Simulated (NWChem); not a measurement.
C₄H₄OSi; SMILES [Si@@H]1(C#C)C=CO1

```xyz
10

C     -0.0144    -2.8266    -0.4864
C     -0.0117    -1.6856    -0.0628
Si    -0.0391     0.0111     0.6043
C     -1.1093     1.2896    -0.1672
C      0.0669     1.8130    -0.5798
O      1.1287     1.0508    -0.1645
H     -0.0134    -3.8336    -0.8671
H      0.1563    -0.0422     2.0748
H     -2.1204     1.6506    -0.3325
H      0.3058     2.7093    -1.1667
```
Atoms are numbered in this order, from 1.

Coordinates come from a PBE0/def2-SVP optimisation.

Give the principal values of the shielding tensors (ppm) of C1, C2, Si3, C4, C5 from PBE0/IGLO-II, GIAO (NWChem), with their diamagnetic and paramagnetic parts as GIAO splits them.


```tsv
atom	σ11	σ22	σ33	isotropic	diamagnetic	paramagnetic
C1	-0.1	6.2	232.5	79.5	264.2	-184.7
C2	4.6	8.1	290.5	101.1	263.3	-162.3
Si3	295.5	358.4	422.0	358.6	883.0	-524.4
C4	-12.7	115.0	154.5	85.6	252.3	-166.7
C5	-108.1	42.6	92.8	9.1	253.5	-244.4
```
